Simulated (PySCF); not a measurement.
## Atomic charges against the basis set

Species: C2H7BO2Si.
Geometry (PBE0-D3(BJ)/def2-SVP, Å), atoms numbered from 1 in this order:
```
atom  x, y, z in Å
O1     2.357    0.821   -0.083
B2     1.088    0.374   -0.109
C3     0.632   -1.150   -0.154
O4    -0.730   -1.250   -0.518
C5    -1.544   -0.323    0.179
Si6   -0.670    1.378   -0.022
H7     3.020    0.119   -0.118
H8     1.208   -1.767   -0.866
H9     0.810   -1.599    0.853
H10   -2.553   -0.386   -0.253
H11   -1.629   -0.592    1.254
H12   -0.892    2.319    1.120
H13   -1.086    2.047   -1.295
```

PBE0 throughout (PySCF), one geometry, spherical d and f functions. Geometry: PBE0-D3(BJ)/def2-SVP, one conformer, isolated molecule. The first 7 of 10 kinds of atom are listed.

Mulliken charges (e):

```json
{"basis": "STO-3G", "functions": "41", "O1": "-0.286", "B2": "+0.150", "C3": "-0.158", "O4": "-0.220", "C5": "-0.202", "Si6": "+0.461", "H7": "+0.243"}
{"basis": "6-31G", "functions": "72", "O1": "-0.601", "B2": "+0.344", "C3": "-0.270", "O4": "-0.509", "C5": "-0.361", "Si6": "+0.474", "H7": "+0.388"}
{"basis": "pcSseg-0", "functions": "72", "O1": "-0.603", "B2": "+0.386", "C3": "-0.434", "O4": "-0.650", "C5": "-0.571", "Si6": "+0.575", "H7": "+0.388"}
{"basis": "6-31G*", "functions": "102", "O1": "-0.551", "B2": "+0.295", "C3": "-0.244", "O4": "-0.474", "C5": "-0.289", "Si6": "+0.268", "H7": "+0.425"}
{"basis": "cc-pVDZ", "functions": "123", "O1": "-0.060", "B2": "-0.048", "C3": "+0.058", "O4": "-0.327", "C5": "-0.029", "Si6": "+0.168", "H7": "+0.155"}
{"basis": "def2-SVP", "functions": "123", "O1": "-0.092", "B2": "-0.064", "C3": "+0.085", "O4": "-0.410", "C5": "-0.060", "Si6": "+0.255", "H7": "+0.192"}
{"basis": "aug-cc-pVDZ", "functions": "205", "O1": "-0.485", "B2": "+0.678", "C3": "+0.814", "O4": "-0.597", "C5": "+0.637", "Si6": "-0.682", "H7": "+0.236"}
{"basis": "6-311+G(2d,p)", "functions": "212", "O1": "-0.597", "B2": "+0.607", "C3": "-0.441", "O4": "-0.256", "C5": "-0.306", "Si6": "+0.233", "H7": "+0.297"}
{"basis": "def2-TZVP", "functions": "234", "O1": "-0.359", "B2": "+0.122", "C3": "-0.098", "O4": "-0.269", "C5": "-0.171", "Si6": "+0.040", "H7": "+0.323"}
{"basis": "cc-pVTZ", "functions": "282", "O1": "-0.185", "B2": "+0.055", "C3": "-0.026", "O4": "-0.271", "C5": "-0.096", "Si6": "+0.088", "H7": "+0.204"}
{"basis": "IGLO-III", "functions": "289", "O1": "-0.508", "B2": "+0.317", "C3": "-0.215", "O4": "-0.290", "C5": "-0.349", "Si6": "+0.570", "H7": "+0.302"}
{"basis": "pcSseg-2", "functions": "321", "O1": "-0.393", "B2": "+0.278", "C3": "+0.012", "O4": "-0.414", "C5": "-0.079", "Si6": "+0.424", "H7": "+0.210"}
```

IAO charges (e):

| basis | functions | O1 | B2 | C3 | O4 | C5 | Si6 | H7 |
| --- | --- | --- | --- | --- | --- | --- | --- | --- |
| STO-3G | 41 | -0.320 | +0.063 | -0.274 | -0.220 | -0.377 | +0.602 | +0.278 |
| 6-31G | 72 | -0.464 | +0.174 | -0.247 | -0.359 | -0.323 | +0.396 | +0.359 |
| pcSseg-0 | 72 | -0.437 | +0.160 | -0.240 | -0.355 | -0.324 | +0.373 | +0.355 |
| 6-31G* | 102 | -0.475 | +0.178 | -0.215 | -0.376 | -0.308 | +0.492 | +0.358 |
| cc-pVDZ | 123 | -0.471 | +0.169 | -0.216 | -0.376 | -0.307 | +0.487 | +0.363 |
| def2-SVP | 123 | -0.466 | +0.166 | -0.212 | -0.376 | -0.306 | +0.500 | +0.361 |
| aug-cc-pVDZ | 205 | -0.490 | +0.177 | -0.220 | -0.393 | -0.311 | +0.491 | +0.372 |
| 6-311+G(2d,p) | 212 | -0.493 | +0.175 | -0.222 | -0.395 | -0.320 | +0.519 | +0.371 |
| def2-TZVP | 234 | -0.493 | +0.176 | -0.220 | -0.393 | -0.320 | +0.525 | +0.371 |
| cc-pVTZ | 282 | -0.492 | +0.178 | -0.222 | -0.390 | -0.318 | +0.511 | +0.371 |
| IGLO-III | 289 | -0.495 | +0.175 | -0.222 | -0.395 | -0.322 | +0.527 | +0.373 |
| pcSseg-2 | 321 | -0.495 | +0.177 | -0.221 | -0.393 | -0.320 | +0.523 | +0.372 |

Hirshfeld charges (e):

| basis | functions | O1 | B2 | C3 | O4 | C5 | Si6 | H7 |
| --- | --- | --- | --- | --- | --- | --- | --- | --- |
| STO-3G | 41 | -0.130 | +0.078 | -0.031 | -0.160 | -0.036 | +0.266 | +0.157 |
| 6-31G | 72 | -0.217 | +0.120 | -0.063 | -0.171 | -0.075 | +0.200 | +0.192 |
| pcSseg-0 | 72 | -0.217 | +0.117 | -0.078 | -0.151 | -0.079 | +0.223 | +0.196 |
| 6-31G* | 102 | -0.216 | +0.122 | -0.063 | -0.157 | -0.077 | +0.201 | +0.191 |
| cc-pVDZ | 123 | -0.209 | +0.118 | -0.082 | -0.131 | -0.087 | +0.221 | +0.187 |
| def2-SVP | 123 | -0.217 | +0.124 | -0.084 | -0.141 | -0.087 | +0.229 | +0.191 |
| aug-cc-pVDZ | 205 | -0.229 | +0.137 | -0.089 | -0.152 | -0.099 | +0.237 | +0.184 |
| 6-311+G(2d,p) | 212 | -0.233 | +0.138 | -0.085 | -0.157 | -0.094 | +0.239 | +0.186 |
| def2-TZVP | 234 | -0.232 | +0.137 | -0.086 | -0.149 | -0.096 | +0.233 | +0.187 |
| cc-pVTZ | 282 | -0.229 | +0.137 | -0.087 | -0.143 | -0.095 | +0.229 | +0.186 |
| IGLO-III | 289 | -0.235 | +0.142 | -0.090 | -0.152 | -0.097 | +0.236 | +0.185 |
| pcSseg-2 | 321 | -0.234 | +0.141 | -0.089 | -0.152 | -0.100 | +0.239 | +0.186 |

Problem. Which scheme is steadiest as the basis changes?

Solution. Largest range over the bases for any column: Hirshfeld 0.11 e, IAO 0.23 e, Mulliken 1.26 e. Hirshfeld charges move least and Mulliken charges most, counted in e. Without the minimal STO-3G basis the ranges are Hirshfeld 0.04, IAO 0.15, Mulliken 1.26 e.

Problem. How much do the charges still move between the two largest bases, IGLO-III and pcSseg-2?

Solution. At most, over all atoms: Mulliken 0.270 e, IAO 0.004 e, Hirshfeld 0.004 e.

Problem. What do the same runs give for the total energy, the frontier levels and the dipole moment?

Solution. 
| basis | energy (Eh) | HOMO (eV) | LUMO (eV) | μ (D) |
| --- | --- | --- | --- | --- |
| STO-3G | -538.1842 | -3.02 | 3.13 | 2.21 |
| 6-31G | -544.6810 | -6.44 | -0.58 | 2.37 |
| pcSseg-0 | -543.8718 | -6.61 | -0.81 | 2.53 |
| 6-31G* | -544.7848 | -6.36 | -0.56 | 2.22 |
| cc-pVDZ | -544.8274 | -6.42 | -0.68 | 2.16 |
| def2-SVP | -544.5357 | -6.50 | -0.77 | 2.24 |
| aug-cc-pVDZ | -544.8499 | -6.63 | -0.93 | 1.95 |
| 6-311+G(2d,p) | -544.9041 | -6.65 | -0.96 | 1.98 |
| def2-TZVP | -544.9255 | -6.61 | -0.91 | 2.01 |
| cc-pVTZ | -544.9201 | -6.58 | -0.86 | 2.02 |
| IGLO-III | -544.9331 | -6.63 | -0.94 | 1.95 |
| pcSseg-2 | -544.9332 | -6.64 | -0.95 | 1.98 |

The dipole is fixed by the density alone, so its range of 0.58 D shows that the density itself changes with the basis, not only its division among atoms.
